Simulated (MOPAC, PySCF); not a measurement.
H3BO3, SMILES `OB(O)O`, neutral singlet in the gas phase. 

Cartesian coordinates (Å):
```xyz
7

O      0.2687     1.3241     0.2242
B      0.0000     0.0000     0.0000
O      1.0178    -0.8623    -0.3103
O     -1.2865    -0.4618     0.0860
H     -0.5199     1.8340     0.4334
H      1.8761    -0.4290    -0.3430
H     -1.3563    -1.4050    -0.0904
```
Charge 0, spin multiplicity 1.

All levels are single points at this geometry (B3LYP-D3(BJ)/def2-TZVP); Pople sets use spherical d functions. Orbital energies aren't observables, and empty levels follow the basis.

PBE-D3(BJ)/def2-TZVP in PySCF gives gap (eV) = 7.28.

Question: Estimate the gap (eV) from each of these levels: TPSSh-D3(BJ)/def2-TZVP in PySCF; SVWN5/6-31G* in PySCF; PM3 in MOPAC; PM6 in MOPAC; PM7 in MOPAC.

Answer: 
```json
[
 {"level": "TPSSh-D3(BJ)/def2-TZVP in PySCF", "gap (eV)": "8.63"},
 {"level": "SVWN5/6-31G* in PySCF", "gap (eV)": "8.09"},
 {"level": "PM3 in MOPAC", "gap (eV)": "14.47"},
 {"level": "PM6 in MOPAC", "gap (eV)": "13.59"},
 {"level": "PM7 in MOPAC", "gap (eV)": "12.23"}
]
```
